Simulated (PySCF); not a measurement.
C$_{4}$H$_{9}$NO (SMILES CC(=O)N(C)C), singlet, geometry from GFN2-xTB, with bond 9-1 at 3.0 times its length; PBE/STO-3G (PySCF).

PySCF was given this input:
```python
from pyscf import gto, scf, dft

mol = gto.Mole()
mol.atom = '''
    C    -1.67732196   -0.50074772   -0.65125544
    N    -0.57422778   -0.00792134    0.14175086
    C    -0.86869143    0.33280828    1.51208061
    C     0.67424499   -0.00386145   -0.38905005
    C     1.78455202    0.44966916    0.53412904
    O     0.88585823   -0.33651426   -1.53961564
    H    -2.44944444    0.26546260   -0.74932265
    H    -1.29193779   -0.75297076   -1.63723256
    H    -2.98206627   -3.17582465    0.72241465
    H    -0.34513720    1.23939610    1.81400081
    H    -0.59346284   -0.47578459    2.19769932
    H    -1.93881019    0.51078421    1.60496050
    H     2.72960926    0.32720761    0.01256754
    H     1.66052237    1.49927813    0.79283406
    H     1.79692460   -0.14057928    1.44710246
'''
mol.basis = 'sto-3g'
mol.verbose = 4
mol.build()

mf = dft.RKS(mol)
mf.xc = 'pbe'
mf.kernel()
mo_i, mo_e, stable_i, stable_e = mf.stability(internal=True, external=True, return_status=True, nroots=6, tol=1e-6)
print('internally stable:', stable_i, ' externally stable:', stable_e)
if not stable_e:
    umf = mf.to_uhf() if not hasattr(mf, 'xc') else mf.to_uks()
    umf.scf_summary = {}
    umf.kernel(umf.make_rdm1(mo_e, umf.mo_occ))
mf.analyze()
```

What the program printed (banner, timings and long lists left out):

```
PySCF version 2.14.0

[INPUT] verbose = 4
[INPUT] num. atoms = 15
[INPUT] num. electrons = 48
[INPUT] charge = 0
[INPUT] spin (= nelec alpha-beta = 2S) = 0
[INPUT] symmetry False subgroup None
[INPUT] Mole.unit = angstrom
[INPUT] Symbol           X                Y                Z      unit          X                Y                Z       unit  Magmom
[...]
nuclear repulsion = 247.752155366913
number of shells = 27
number of NR pGTOs = 117
number of NR cGTOs = 39
basis = sto-3g
ecp = {}

******** <class 'pyscf.dft.rks.RKS'> ********
method = RKS
initial guess = minao
damping factor = 0
level_shift factor = 0
DIIS = <class 'pyscf.scf.diis.CDIIS'>
diis_start_cycle = 1
diis_space = 8
diis_damp = 0
SCF conv_tol = 1e-09
SCF conv_tol_grad = None
SCF max_cycles = 50
direct_scf = True
direct_scf_tol = 1e-13
XC library pyscf.dft.libxc version 7.1.2
    S. Lehtola, C. Steigemann, M. J. T. Oliveira, and M. A. L. Marques,  SoftwareX 7, 1–5 (2018)
XC functionals = pbe
    J. P. Perdew, K. Burke, and M. Ernzerhof,  Phys. Rev. Lett. 77, 3865 (1996)
    J. P. Perdew, K. Burke, and M. Ernzerhof,  Phys. Rev. Lett. 78, 1396 (1997)
    J. P. Perdew, K. Burke, and M. Ernzerhof,  Phys. Rev. Lett. 77, 3865 (1996)
    J. P. Perdew, K. Burke, and M. Ernzerhof,  Phys. Rev. Lett. 78, 1396 (1997)
radial grids:
    Treutler-Ahlrichs [JCP 102, 346 (1995); DOI:10.1063/1.469408] (M4) radial grids

becke partition: Becke, JCP 88, 2547 (1988); DOI:10.1063/1.454033
pruning grids: <function nwchem_prune>
grids dens level: 3
symmetrized grids: False
atomic radii adjust function: <function treutler_atomic_radii_adjust>
small_rho_cutoff = 0
Set gradient conv threshold to 3.16228e-05
Initial guess from minao.
tot grids = 172728
init E= -284.231748133308
cycle= 1 E= -283.356731715377  delta_E= 0.875  |g|= 0.696  |ddm|= 4.91
cycle= 2 E= -280.132920035243  delta_E= 3.22  |g|= 2.33  |ddm|= 4.21
cycle= 3 E= -282.575376865013  delta_E= -2.44  |g|= 1.03  |ddm|= 4.48
cycle= 4 E= -283.398982418485  delta_E= -0.824  |g|= 0.511  |ddm|= 2.92
cycle= 5 E= -283.068375886069  delta_E= 0.331  |g|= 0.372  |ddm|= 2.58
cycle= 6 E= -283.117709855659  delta_E= -0.0493  |g|= 0.501  |ddm|= 3.07
cycle= 7 E= -283.214031388824  delta_E= -0.0963  |g|= 0.423  |ddm|= 0.462
cycle= 8 E= -283.118484043849  delta_E= 0.0955  |g|=  0.4  |ddm|= 2.91
cycle= 9 E= -283.224131580185  delta_E= -0.106  |g|= 0.407  |ddm|=  2.9
cycle= 10 E= -283.206151435966  delta_E= 0.018  |g|= 0.387  |ddm|= 0.117
[...]
converged SCF energy = -283.527658091661
<class 'pyscf.dft.rks.RKS'> wavefunction is stable in the internal stability analysis
<class 'pyscf.dft.rks.RKS'> wavefunction is stable in the real -> complex stability analysis
<class 'pyscf.dft.rks.RKS'> wavefunction has an RHF/RKS -> UHF/UKS instability
internally stable: True  externally stable: False
[...]
cycle= 4 E= -283.163208554013  delta_E= -0.0303  |g|=  0.3  |ddm|= 2.11
cycle= 5 E= -283.491029958501  delta_E= -0.328  |g|= 0.179  |ddm|= 0.933
cycle= 6 E= -283.063774159882  delta_E= 0.427  |g|= 0.269  |ddm|= 1.26
cycle= 7 E= -283.242057548206  delta_E= -0.178  |g|= 0.351  |ddm|= 0.626
cycle= 8 E= -283.4824578979  delta_E= -0.24  |g|= 0.217  |ddm|= 0.664
cycle= 9 E= -283.573953316516  delta_E= -0.0915  |g|= 0.0492  |ddm|= 0.649
cycle= 10 E= -283.581198600963  delta_E= -0.00725  |g|= 0.0145  |ddm|= 0.227
cycle= 11 E= -283.581615818594  delta_E= -0.000417  |g|= 0.00727  |ddm|= 0.0419
cycle= 12 E= -283.581765876752  delta_E= -0.00015  |g|= 0.00608  |ddm|= 0.048
cycle= 13 E= -283.581785025838  delta_E= -1.91e-05  |g|= 0.00374  |ddm|= 0.00687
cycle= 14 E= -283.581793382978  delta_E= -8.36e-06  |g|= 0.0021  |ddm|= 0.00463
cycle= 15 E= -283.581796767977  delta_E= -3.38e-06  |g|= 0.00127  |ddm|= 0.00431
cycle= 16 E= -283.581797925259  delta_E= -1.16e-06  |g|= 0.000397  |ddm|= 0.00232
cycle= 17 E= -283.581798060453  delta_E= -1.35e-07  |g|= 9.07e-05  |ddm|= 0.000906
cycle= 18 E= -283.581798067608  delta_E= -7.16e-09  |g|= 9.35e-06  |ddm|= 0.000183
cycle= 19 E= -283.581798067764  delta_E= -1.56e-10  |g|= 3.69e-06  |ddm|= 3.66e-05
Extra cycle  E= -283.581798067755  delta_E= 9.09e-12  |g|= 5.72e-06  |ddm|= 1.57e-05
converged SCF energy = -283.581798067755  <S^2> = 0.9960166  2S+1 = 2.2325023
**** SCF Summaries ****
Total Energy =                        -283.527658091660669
Nuclear Repulsion Energy =             247.752155366913257
One-electron Energy =                 -876.101428610363428
Two-electron Energy =                  344.821615151789501
Two-electron Coulomb Energy =          385.009493207293019
DFT Exchange-Correlation Energy =      -40.187878055503518
**** MO energy ****
[...]
 ** Mulliken pop on meta-lowdin orthogonal AOs  **
 ** Mulliken pop  **
[...]
 ** Mulliken atomic charges  **
charge of    0C =     -0.09067
charge of    1N =     -0.02577
charge of    2C =     -0.08544
charge of    3C =      0.12139
charge of    4C =     -0.18508
charge of    5O =     -0.14639
charge of    6H =      0.04797
charge of    7H =      0.05712
charge of    8H =     -0.09842
charge of    9H =      0.06705
charge of   10H =      0.06870
charge of   11H =      0.07570
charge of   12H =      0.06900
charge of   13H =      0.06223
charge of   14H =      0.06258
Dipole moment(X, Y, Z, Debye):  0.81218,  2.57023,  2.03253
```
